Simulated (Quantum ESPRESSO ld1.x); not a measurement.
Q: The mean radii <r> (bohr) of the occupied orbitals of an atom or ion are listed with their occupations. Method: Dirac Kohn-Sham, LDA (Slater exchange, VWN5 correlation), spin-unpolarised, spherical densities, point nucleus; computed with ld1.x of Quantum ESPRESSO 7.5.

| orbital | occ. | <r> |
|---|---|---|
| 1s1/2 | 2 | 0.02974 |
| 2s1/2 | 2 | 0.1282 |
| 2p1/2 | 2 | 0.1085 |
| 2p3/2 | 4 | 0.1138 |
| 3s1/2 | 2 | 0.3489 |
| 3p1/2 | 2 | 0.3398 |
| 3p3/2 | 4 | 0.3510 |
| 3d3/2 | 4 | 0.3225 |
| 3d5/2 | 6 | 0.3261 |
| 4s1/2 | 2 | 0.8476 |
| 4p1/2 | 2 | 0.9005 |
| 4p3/2 | 4 | 0.9314 |
| 4d3/2 | 4 | 1.166 |
| 4d5/2 | 6 | 1.183 |
| 5s1/2 | 1 | 2.456 |
| 5p1/2 | 1 | 3.110 |
| 5d3/2 | 1 | 8.524 |

Name the element and its charge. Open shells, if any, fill j = l - 1/2 first.

A: Z = 49, indium, charge 0: In in [Kr] 4d10 5s1 5p1 5d1. The 1s radius gives Z: for a bare nucleus <r> = (2 gamma + 1)/(2Z) with gamma = sqrt(1 - (Z/c)^2), 0.02926 bohr for Z = 49, and screening makes it slightly larger (0.02974 here). The occupations add up to 49, and the charge is Z minus that.
